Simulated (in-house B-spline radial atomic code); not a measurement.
## Removing one electron from Ar XV (Ar14+)

Closed shell [He] 2s2. Computed with a B-spline radial code for spherical atoms: Koopmans values of Dirac-Hartree-Fock plus a diagonal self-energy, in second order or with its direct term screened (direct RPA, with the hole-particle interaction, or full time-dependent Hartree-Fock), linearised in energy; no-pair Dirac-Coulomb Hamiltonian, finite nucleus. Shifts add to the Koopmans value (the ΔSCF shift is orbital relaxation alone); the final value takes TDHF screening with Breit and QED.

Command:
```bash
python run_mb.py task.json out
```
Settings (nuclear radius in fm, box in bohr, cutoff in hartree):
```
basis_form          2
Z                   18
core_configuration  [He] 2s2
rms_radius          3.4274
mass_number         40
speed_of_light      137.036
box_radius          5.873
lmax                7
intervals           61
virtual_cutoff      1296.0
```

Time taken, with all properties: 0.6 s on 1 thread of Intel(R) Xeon(R) 6975P-C, on a shared host.

Energies in eV:

```
subshell  Koopmans  ΔSCF shift  second order  direct RPA  hole-particle  TDHF  Breit + QED  final
   2s1/2    850.48      -0.289             ?           ?              ?     ?            ?      ?
```

Q: What does the self-energy do to 2s1/2?

A: It shifts the removal energy by 3.136 eV in second order, 1.420 with direct RPA, 1.683 with the hole-particle term and 3.035 with TDHF screening (quasi-particle weight 0.976); Breit and QED add -0.301 eV. The final value is 853.21 eV, against 855.5 ± 0.3 eV (NIST, semi-empirical). The mixing of s² with p² in the ground state is caught to low order only, which falls short in light ions.
